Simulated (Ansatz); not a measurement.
Relaxation of BCl₂H₂N (6 atoms, charge 0, multiplicity 1), to a largest force component of 0.02 eV/Å in at most 40 steps.

These are results of RKS r2SCAN/def2-SVP (Ansatz), not measurements.

```xyz
6
Properties=species:S:1:pos:R:3
B 0.000 0.000 0.000
N 0.000 0.000 1.550
H -0.877 -0.271 2.080
H 0.877 0.271 2.080
Cl 1.611 0.000 -0.930
Cl -1.611 0.000 -0.930
```

Question: Where does it end, and by what steps?

Answer: It converged. After 6 steps the energy has fallen by 0.815 eV; H3 moved furthest, 0.23 Å.

| step | energy less start (eV) | largest force component (eV/Å) | accepted |
| --- | --- | --- | --- |
| 0 | 0.0000 | 3.229 | yes |
| 1 | -0.7000 | 1.091 | yes |
| 2 | -0.7852 | 1.546 | yes |
| 3 | -0.7755 | 1.662 | no |
| 4 | -0.8121 | 0.144 | yes |
| 5 | -0.8151 | 0.051 | yes |
| 6 | -0.8153 | 0.005 | yes |

```xyz
6
Properties=species:S:1:pos:R:3
B 0.000 0.000 0.063
N 0.000 0.000 1.453
H -0.853 -0.062 1.996
H 0.853 0.062 1.996
Cl 1.527 0.111 -0.828
Cl -1.527 -0.111 -0.828
```

Whether the end is a true minimum wasn't checked by a vibrational analysis.

Run time: 20 s on 1 thread of Intel(R) Xeon(R) Platinum 8375C CPU @ 2.90GHz (Ice Lake), on a shared host, peak memory 0.16 GiB.
